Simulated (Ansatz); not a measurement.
Calculated with Ansatz (gas phase, PBE0-D4/def2-TZVP geometries, no zero-point term in ΔE). CCSD(T)/CBS is the MP2 limit (def2-TZVPP, def2-QZVPP) plus CCSD(T) − MP2 in def2-TZVPP, frozen cores. Functionals use def2-TZVPP. B3LYP here is the variant with VWN-RPA as its local correlation; programs differ in this. For Ge outer-core shells are correlated without core-valence functions, which leaves a few kJ/mol of doubt a bond. Scalar relativity is left out up to krypton. Each species was taken in one conformer, which may not be the lowest.

Consider the cleavage of the Al–Ge bond: `C[O][AlH][GeH3]` + `[SiH3]S` → `C[O][AlH][S][SiH3]` + GeH₄.

| level | ΔE (kcal/mol) | difference from CCSD(T)/CBS |
| --- | --- | --- |
| PBE-D4 | -20.2 | 2.3 |
| r2SCAN-D4 | -22.8 | -0.3 |
| PBE0-D4 | -21.6 | 0.9 |
| B3LYP-D4 | -22.3 | 0.2 |
| B2PLYP | -22.1 | 0.4 |
| PBE0 | -20.5 | 2.0 |
| B3LYP | -20.4 | 2.1 |
| HF/def2-TZVPP | -24.0 | -1.5 |
| MP2/def2-TZVPP | -24.3 | -1.8 |
| SCS-MP2/def2-TZVPP | -23.7 | -1.2 |
| CCSD/def2-TZVPP | -22.1 | 0.4 |
| HF/def2-QZVPP | -24.1 | -1.6 |
| MP2/def2-QZVPP | -24.5 | -2.0 |
| SCS-MP2/def2-QZVPP | -24.0 | -1.5 |
| MP2/CBS(def2) | -24.6 | -2.1 |
| CCSD/CBS(def2) | -22.3 | 0.2 |
| CCSD(T)/CBS | -22.5 | 0 |

Largest T1 diagnostic among the species: 0.013.

The D4 term adds −1.9 kcal/mol with B3LYP and −1.1 kcal/mol with PBE0; it sums over pairs of atoms, weighted by their polarisabilities, and B3LYP, whose exchange is more repulsive, gets the larger term. From PBE to PBE0 (25 % exact exchange), in def2-TZVPP and without D4, ΔE moves by −1.5 kcal/mol.
